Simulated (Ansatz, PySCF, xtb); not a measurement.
The molecule IrF, closed-shell singlet (lowest of 2S+1 = 1, 3, 5 at CCSD(T)/def2-TZVPP on PBE0 minima; our sources give no spin for the ground state, which may be another). No spin–orbit coupling.

Seven points along R, fitted to fifth degree in 1/R; most abundant isotopes. Runs in def2 and cc sets follow the lowest solution found near the PBE0 minimum. The singlet is held restricted. HF and MP2 rows in def2 and cc sets belong to the determinant that coupled cluster picked by its CCSD energy.

Run with Ansatz (a first-principles code); PySCF for LANL2DZ rows; xtb for the GFN methods. Each number belongs to the level named beside it. In def2 rows elements past Kr take small-core potentials, without spin–orbit coupling.

```csv
level,r_e (Å),ω_e (cm⁻¹),α_e (cm⁻¹),ω_e x_e (cm⁻¹),dipole (D)
GFN1-xTB,1.868,558,0.0017,2.0,-
GFN2-xTB,1.887,513,0.0016,1.3,-
HF/def2-TZVPP,1.913,635,0.0016,2.8,-
HF/def2-QZVPP,1.915,630,0.0016,2.8,-
SVWN5/def2-TZVPP,1.800,701,0.0019,3.6,2.12
PBE/def2-TZVPP,1.837,642,0.0020,3.5,2.36
r2SCAN/def2-TZVPP,1.825,658,0.0019,3.4,2.55
B97M-V/def2-TZVPP,1.849,614,0.0022,3.8,2.93
B3LYP/LANL2DZ,1.941,603,0.0018,3.2,3.87
B3LYP/def2-TZVPP,1.854,608,0.0022,3.9,3.06
PBE0/def2-TZVPP,1.844,611,0.0023,4.1,3.13
CAM-B3LYP/def2-TZVPP,1.854,601,0.0023,4.2,3.38
wB97X-V/def2-TZVPP,1.864,579,0.0024,3.0,3.55
MP2/def2-TZVPP,1.881,670,0.0016,2.8,-
MP2/def2-QZVPP,1.880,668,0.0016,2.9,-
"MP2/CBS(def2-TZVPP, def2-QZVPP)",1.877,671,0.0016,3.0,-
SCS-MP2/def2-TZVPP,1.891,656,0.0016,2.8,-
SCS-MP2/def2-QZVPP,1.890,655,0.0016,2.9,-
CCSD/def2-TZVPP,1.900,648,0.0016,2.8,-
CCSD/def2-QZVPP,1.898,648,0.0016,2.9,-
CCSD(T)/def2-TZVPP,1.904,640,0.0016,2.9,-
CCSD(T)/def2-QZVPP,1.901,642,0.0016,3.0,-
"CCSD(T)/CBS(def2-TZVPP, def2-QZVPP)",1.897,646,0.0016,3.0,-
```

Correlated levels freeze the inner cores; with def2 sets outer-core shells near the valence are correlated too. CBS: X⁻³ extrapolation of the correlation energy, Hartree–Fock from the larger set. Rows in LANL2DZ carry no dispersion term and start afresh at each structure. LANL2DZ brings its own core potentials from Na on.

Doubts at one or more of the structures used: a restricted determinant that unrestricted orbitals would lower (HF/def2-TZVPP, HF/def2-QZVPP, MP2/def2-TZVPP, MP2/def2-QZVPP, MP2/CBS(def2-TZVPP, def2-QZVPP), SCS-MP2/def2-TZVPP, SCS-MP2/def2-QZVPP, CCSD/def2-TZVPP, CCSD/def2-QZVPP, CCSD(T)/def2-TZVPP, CCSD(T)/def2-QZVPP, CCSD(T)/CBS(def2-TZVPP, def2-QZVPP)).
